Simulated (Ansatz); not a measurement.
An input meant for GeCl₃F⁻, that is GeFCl3 with one electron more (charge -1, doublet; atoms displaced at random, 0.03 Å in each coordinate).

```yaml
crystal:
  periodic: [false, false, false]
  atoms:
    - {symbol: Ge, position_ang: [-0.010596, 0.050149, 0.077372]}
    - {symbol: F, position_ang: [0.044153, 0.003060, 1.774057]}
    - {symbol: Cl, position_ang: [2.023128, -0.015941, -0.606302]}
    - {symbol: Cl, position_ang: [-1.059536, 1.743810, -0.518229]}
    - {symbol: Cl, position_ang: [-0.962807, -1.761478, -0.703575]}
basis:
  gaussian: {orbitals: cc-pVTZ-DK}
total_charge: -1
magnetization: {spin_polarized: true, initial_magnetization: 1}
hamiltonian: {xc: {name: M06-2X}, dispersion: d4, pseudopotentials: {relativity: scalar}}
scf: {lower_state_search: off}
output: {forces: true}
```

```sh
$ ansatz run in.yaml --threads 2 --pin off --events-out ev --progress --plain --max-ram 4352MiB
```

Shortened log:

```
Error: YAML parse error: error: line 13 column 19: hamiltonian.xc: no functional is named "M06-2X"; the names, which are not case-sensitive, are SVWN5, SPW92, PBE, PBE0, PBEsol, revPBE, revPBE0, RPBE, rPW86-PBE, HSE06, wPBEh, LC-wPBE, HISS, HF, BLYP, B3LYP, B3LYP5, BHLYP, CAM-B3LYP, r2SCAN, r2SCANh, r2SCAN0, r2SCAN50, m-r2SCAN, B97, wB97, wB97X, wB97X-V, B97M-V, wB97M-V, B2PLYP, B2GP-PLYP, PBE0-DH, PBE-QIDH
11 | total_charge: -1
12 | magnetization: {spin_polarized: true, initial_magnetization: 1}
13 | hamiltonian: {xc: {name: M06-2X}, dispersion: d4, pseudopotentials: {relativity: sc…
14 | scf: {lower_state_search: off}
15 | output: {forces: true}
```

Problem. Something in this input is off. What?

Solution. The method's name isn't one that the program takes here. The program refused the input.
